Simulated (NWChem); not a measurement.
System: Si2H5OCl; SMILES [SiH3]O[SiH2]Cl

Input file for NWChem:

```
start job
memory heap 200 mb stack 900 mb global 1100 mb
geometry units angstroms noautosym nocenter noautoz
  Si    -0.436293     2.103557    -0.031673
  O      0.632787     0.844975    -0.252343
  Si     0.970420    -0.739174     0.013481
  Cl    -0.735380    -1.710026     0.670410
  H      0.182207     3.324137    -0.618348
  H     -0.688055     2.317467     1.423679
  H     -1.725869     1.810133    -0.721092
  H      2.001488    -0.870797     1.074388
  H      1.400377    -1.372705    -1.257718
end
basis spherical
  * library def2-svp
end
dft
  xc pbe0
  iterations 150
end
cosmo
  do_cosmo_smd true
  solvent ether
end
task dft energy
```

Output (shortened):

```
             Northwest Computational Chemistry Package (NWChem) 7.3.0
             --------------------------------------------------------

                             Geometry "geometry" -> ""
                             -------------------------

 Output coordinates in angstroms (scale by  1.889725989 to convert to a.u.)

  No.       Tag          Charge          X              Y              Z
 ---- ---------------- ---------- -------------- -------------- --------------
    1 Si                  14.0000    -0.43629300     2.10355700    -0.03167300
    2 O                    8.0000     0.63278700     0.84497500    -0.25234300
    3 Si                  14.0000     0.97042000    -0.73917400     0.01348100
    4 Cl                  17.0000    -0.73538000    -1.71002600     0.67041000
    5 H                    1.0000     0.18220700     3.32413700    -0.61834800
    6 H                    1.0000    -0.68805500     2.31746700     1.42367900
    7 H                    1.0000    -1.72586900     1.81013300    -0.72109200
    8 H                    1.0000     2.00148800    -0.87079700     1.07438800
    9 H                    1.0000     1.40037700    -1.37270500    -1.25771800

 Effective nuclear repulsion energy (a.u.)     277.7093951688

                                 NWChem DFT Module
                                 -----------------

 Summary of "ao basis" -> "ao basis" (spherical)
 ------------------------------------------------------------------------------
       Tag                 Description            Shells   Functions and Types
 ---------------- ------------------------------  ------  ---------------------
 Si                         def2-svp                 8       18   4s3p1d
 O                          def2-svp                 6       14   3s2p1d
 Cl                         def2-svp                 8       18   4s3p1d
 H                          def2-svp                 3        5   2s1p

 in cosmo_initialize ...
 calling solv_data for solv:ether

 solvent parameters
 solvname_short: ether
 solvname_long:  diethyl ether
 dielec:        4.2400
 dielecinf:     1.8295
 nonaqueous SMD model solvent descriptors
 dielec:        4.2400
 sola:          0.0000
 solb:          0.4100
 solc:          0.0000
 solg:         23.9600
 solh:          0.0000
 soln:          1.3526

          ---------------
          -cosmo- solvent
          ---------------
 Cosmo: York-Karplus, doi: 10.1021/jp992097l
 dielectric constant -eps-     =   4.24
 screen = (eps-1)/(eps    )    =   0.76415
 surface charge correction     = lagrangian

   van der Waals surface
 --------------------------

 ---------- ATOMIC COORDINATES (A.U.) ------------ VDWR(ANG.) --
     1   -0.82447422    3.97514633   -0.05985329     2.470
     2    1.19579404    1.59677122   -0.47685913     2.294
     3    1.83382789   -1.39683632    0.02547540     2.470
     4   -1.38966670   -3.23148057    1.26689120     2.380
     5    0.34432130    6.28170808   -1.16850829     1.200
     6   -1.30023542    4.37937762    2.69036321     1.200
     7   -3.26141950    3.42065537   -1.36266629     1.200
     8    3.78226389   -1.64556772    2.03029893     1.200
     9    2.64632881   -2.59403631   -2.37674239     1.200
 number of segments per atom =        128
 number of   points per atom =        128
 atom (   nspa,  nppa )
 ----------------------
    1 (     87,     0 )       0
    2 (     42,     0 )       0
    3 (     62,     0 )       0
    4 (     88,     0 )       0
    5 (     31,     0 )       0
    6 (     32,     0 )       0
    7 (     34,     0 )       0
    8 (     33,     0 )       0
    9 (     34,     0 )       0
 number of -cosmo- surface points =      443
 molecular surface =    153.938 angstrom**2
 molecular volume  =    153.492 angstrom**3
 -lineq- algorithm             =   0
 -bem- low  level              =   3
 -bem- from -octahedral-
 gaussian surface charge width =   4.50000
 degree of switching           =   1.00000
 switching function tolerance  =   0.00010
 atomic radii =
 --------------
    1 14.000  2.470
    2  8.000  2.294
    3 14.000  2.470
    4 17.000  2.380
    5  1.000  1.200
    6  1.000  1.200
    7  1.000  1.200
    8  1.000  1.200
    9  1.000  1.200
 ...... end of -cosmo- initialization ......

[...]

                                COSMO-SMD solvation results
                                ---------------------------

             internal energy in gas <Psi(g)|H|Psi(g)> =     -1116.664809017924
         internal energy in solvent <Psi(s)|H|Psi(s)> =     -1116.664719738223
                               delta internal energy  =         0.000089279702 (    0.06 kcal/mol)
   total free energy in solvent <Psi(s)|H+V/2|Psi(s)> =     -1116.665978795341
 polarization energy contribution <Psi(s)|V/2|Psi(s)> =        -0.001259057118 (   -0.79 kcal/mol)
    total free energy in solvent including G(SMD-CDS) =     -1116.668595978526
                       G(SMD-CDS) energy contribution =        -0.002617183185 (   -1.64 kcal/mol)
     1 M fixed-concentration free energy of solvation =        -0.003786960601 (   -2.38 kcal/mol)

                       DFT Final Molecular Orbital Analysis
                       ------------------------------------

 Vector   27  Occ=2.000000D+00  E=-3.388912D-01
              MO Center= -5.2D-01,  1.4D-02,  4.0D-01, r^2= 5.0D+00
   Bfn.  Coefficient  Atom+Function         Bfn.  Coefficient  Atom+Function
  ----- ------------  ---------------      ----- ------------  ---------------
    63      0.429450  4 Cl pz                60      0.307495  4 Cl pz
    24     -0.244576  2 O  pz                74      0.216623  6 H  s
    27     -0.196784  2 O  pz                57      0.179847  4 Cl pz
    79     -0.177726  7 H  s                 10      0.150415  1 Si pz
    75      0.149950  6 H  s                 62      0.144759  4 Cl py

 Vector   28  Occ=2.000000D+00  E=-3.332365D-01
              MO Center= -1.8D-01,  8.9D-01, -5.5D-02, r^2= 5.1D+00
   Bfn.  Coefficient  Atom+Function         Bfn.  Coefficient  Atom+Function
  ----- ------------  ---------------      ----- ------------  ---------------
    62      0.326568  4 Cl py                22      0.297975  2 O  px
    69     -0.250140  5 H  s                 25      0.239633  2 O  px
    59      0.240317  4 Cl py                23      0.189540  2 O  py
    70     -0.173180  5 H  s                 79      0.173171  7 H  s
    56      0.139524  4 Cl py                26      0.133620  2 O  py

 Vector   29  Occ=2.000000D+00  E=-3.159894D-01
              MO Center=  4.0D-01, -2.3D-01,  1.7D-01, r^2= 5.0D+00
   Bfn.  Coefficient  Atom+Function         Bfn.  Coefficient  Atom+Function
  ----- ------------  ---------------      ----- ------------  ---------------
    63      0.306573  4 Cl pz                24      0.293320  2 O  pz
    84     -0.235191  8 H  s                 27      0.226303  2 O  pz
    60      0.224315  4 Cl pz                89      0.223721  9 H  s
    85     -0.204872  8 H  s                 90      0.197466  9 H  s
    74     -0.165987  6 H  s                 42     -0.144888  3 Si pz

 Vector   30  Occ=0.000000D+00  E= 1.483997D-02
              MO Center=  1.0D-01,  1.0D+00, -1.3D-02, r^2= 5.7D+00
   Bfn.  Coefficient  Atom+Function         Bfn.  Coefficient  Atom+Function
  ----- ------------  ---------------      ----- ------------  ---------------
    21      0.798812  2 O  s                 44     -0.607390  3 Si py
    12      0.595667  1 Si py                11     -0.565298  1 Si px
    75     -0.236986  6 H  s                 80     -0.218578  7 H  s
     4      0.191865  1 Si s                 41     -0.180811  3 Si py
    20      0.174786  2 O  s                  9      0.165608  1 Si py

 Vector   31  Occ=0.000000D+00  E= 3.867041D-02
              MO Center=  6.8D-01, -6.1D-01,  6.5D-02, r^2= 4.5D+00
   Bfn.  Coefficient  Atom+Function         Bfn.  Coefficient  Atom+Function
  ----- ------------  ---------------      ----- ------------  ---------------
    43      0.843215  3 Si px                54      0.592688  4 Cl s
    61      0.505946  4 Cl px                44      0.496623  3 Si py
    11     -0.436367  1 Si px                80     -0.394827  7 H  s
    36     -0.368688  3 Si s                 35     -0.328913  3 Si s
    45     -0.303381  3 Si pz                75     -0.258560  6 H  s

 Vector   32  Occ=0.000000D+00  E= 6.162756D-02
              MO Center=  4.1D-01,  3.0D-01,  2.2D-02, r^2= 7.1D+00
   Bfn.  Coefficient  Atom+Function         Bfn.  Coefficient  Atom+Function
  ----- ------------  ---------------      ----- ------------  ---------------
    12      1.054703  1 Si py                44      0.871526  3 Si py
    70     -0.819416  5 H  s                 43     -0.807918  3 Si px
    85      0.689845  8 H  s                 90      0.621697  9 H  s
    36     -0.359272  3 Si s                 26      0.197841  2 O  py
    62     -0.190441  4 Cl py                13     -0.153683  1 Si pz

     Multipole analysis of the density
     ---------------------------------

     L   x y z        total         alpha         beta         nuclear
     -   - - -        -----         -----         ----         -------
     0   0 0 0     -0.000000    -29.000000    -29.000000     58.000000

     1   1 0 0      0.301992     -0.991118     -0.991118      2.284229
     1   0 1 0      0.310513     -1.733482     -1.733482      3.777477
     1   0 0 1     -0.092159     -8.572946     -8.572946     17.053732

     2   2 0 0    -34.284520    -84.453008    -84.453008    134.621495
     2   1 1 0     -2.144252      7.880256      7.880256    -17.904764
     2   1 0 1      0.340541     15.776816     15.776816    -31.213090
     2   0 2 0    -34.604908   -280.421017   -280.421017    526.237127
     2   0 1 1      0.785916     38.849194     38.849194    -76.912472
     2   0 0 2    -35.226996    -42.310981    -42.310981     49.394966
```

Level: PBE0/def2-SVP, SMD on the gas-phase geometry. The geometry was optimised at PBE0/def2-SVP. Solvent: diethyl ether.
